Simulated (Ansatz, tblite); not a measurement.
Cost and result up the ladder for the cluster ZnBr2⁻ (3 atoms). Charge -1, multiplicity 2. Geometry: PBE-D4/def2-TZVPD.

```xyz
3

Zn   -0.6095    0.3760   -0.4015
Br   -1.1272   -1.3230    1.3110
Br    1.7367    0.9470   -0.9094
```

Ansatz on 4 threads of AMD EPYC 7B13 on a shared host; xTB runs through tblite on one thread. Times are rough, summed over both states, and most runs start from the orbitals of an earlier one. ωB97M-V/def2-TZVPD serves as the yardstick here, not as an exact answer. Differences are given only for rows in sets of like size (and for xTB, whose basis is part of the method), since another set adds its own error. The other state is a quartet at its own geometry.

The xTB rows come from tblite. LC-ωPBE has ω = 0.4 bohr⁻¹. Correlated methods freeze 27 core orbitals; core or outer-core shells of Br are correlated, in sets that lack core-valence functions. The rows differ in basis, and correlated rows in double-zeta sets carry the largest basis error. In the quartet, Br2 and Br3 lie 2.94 Å apart (atoms count from 1), so these atoms are partly bonded to each other. The structure comes from a short search, and lower isomers may exist.

Run but left out: HF/STO-3G (doublet: ⟨S²⟩ 1.76, where a pure state has 0.75).

Correlated methods converge slowly with the basis, most of all in double-zeta sets.

xTB has no spin-polarisation term.

```json
{"level": "GFN1-xTB", "functions": "22", "wall time": "0.005 s", "quartet − doublet (eV)": "5.79", "difference from ωB97M-V/def2-TZVPD (eV)": "1.05", "remarks": "–"}
{"level": "GFN2-xTB", "functions": "22", "wall time": "0.007 s", "quartet − doublet (eV)": "9.05", "difference from ωB97M-V/def2-TZVPD (eV)": "4.32", "remarks": "–"}
{"level": "revPBE-D4/def2-TZVPD (with forces)", "functions": "165", "wall time": "5.8 s", "quartet − doublet (eV)": "4.22", "difference from ωB97M-V/def2-TZVPD (eV)": "-0.51", "remarks": "HOMO above zero (doublet), HOMO above zero (quartet)"}
{"level": "HF/def2-TZVPD", "functions": "165", "wall time": "6 s", "quartet − doublet (eV)": "4.35", "difference from ωB97M-V/def2-TZVPD (eV)": "-0.38", "remarks": "–"}
{"level": "PBE-D4/def2-TZVPD", "functions": "165", "wall time": "6.1 s", "quartet − doublet (eV)": "4.28", "difference from ωB97M-V/def2-TZVPD (eV)": "-0.45", "remarks": "HOMO above zero (doublet), HOMO above zero (quartet)"}
{"level": "MP2/def2-TZVPD", "functions": "165", "wall time": "7.5 s", "quartet − doublet (eV)": "4.73", "difference from ωB97M-V/def2-TZVPD (eV)": "0.00", "remarks": "–"}
{"level": "RPA@PBE/def2-TZVPD", "functions": "165", "wall time": "8.1 s", "quartet − doublet (eV)": "4.46", "difference from ωB97M-V/def2-TZVPD (eV)": "-0.28", "remarks": "–"}
{"level": "LC-ωPBE/def2-TZVPD", "functions": "165", "wall time": "8.8 s", "quartet − doublet (eV)": "4.72", "difference from ωB97M-V/def2-TZVPD (eV)": "-0.02", "remarks": "–"}
{"level": "PBE0-D4/def2-TZVPD", "functions": "165", "wall time": "11 s", "quartet − doublet (eV)": "4.45", "difference from ωB97M-V/def2-TZVPD (eV)": "-0.29", "remarks": "HOMO above zero (quartet)"}
{"level": "r2SCAN-D4/def2-TZVPD", "functions": "165", "wall time": "12 s", "quartet − doublet (eV)": "4.41", "difference from ωB97M-V/def2-TZVPD (eV)": "-0.32", "remarks": "HOMO above zero (quartet)"}
{"level": "ωB97X-V/def2-TZVPD", "functions": "165", "wall time": "23 s", "quartet − doublet (eV)": "4.80", "difference from ωB97M-V/def2-TZVPD (eV)": "0.07", "remarks": "–"}
{"level": "ωB97M-V/def2-TZVPD", "functions": "165", "wall time": "28 s", "quartet − doublet (eV)": "4.73", "difference from ωB97M-V/def2-TZVPD (eV)": "0.00", "remarks": "HOMO above zero (quartet)"}
{"level": "CCSD(T)/def2-SVPD", "functions": "116", "wall time": "30 s", "quartet − doublet (eV)": "4.76", "difference from ωB97M-V/def2-TZVPD (eV)": "–", "remarks": "–"}
```
